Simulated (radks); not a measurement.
The numbers below are computed, except where a source is named.
Correlation energies from several functionals, in hartree. Species: Sn3+ [Kr] 4d10 5s1; Be [He] 2s2; C2+ [He] 2s2; Rb4+ [Ar] 3d10 4s2 4p3. Level of theory: non-relativistic Kohn-Sham, PBE, spin-polarised, spherical densities, point nucleus (a radial shooting solver on a logarithmic mesh with Libxc functionals). Every spin shell is full or empty, so the densities are truly spherical. Functionals are evaluated on that one density, not self-consistently.

functional     Sn3+         Be        C2+     Rb4+
PW92        -4.6208   -0.22437   -0.27400  -3.1305
PZ          -4.6185   -0.22410   -0.27374  -3.1246
Wigner      -2.5176   -0.18369   -0.19954  -1.7029
Chachiyo    -4.5613   -0.21918   -0.26815  -3.0851
PBEsol      -2.9026   -0.10441   -0.11808  -1.8860
LYP         -2.4350  -0.095138   -0.11461  -1.6388
P86         -2.9046  -0.093238   -0.10780  -1.8776
SCAN        -2.5532  -0.083414  -0.096257  -1.6505
B95         -3.1446  -0.092817   -0.11658  -2.0137
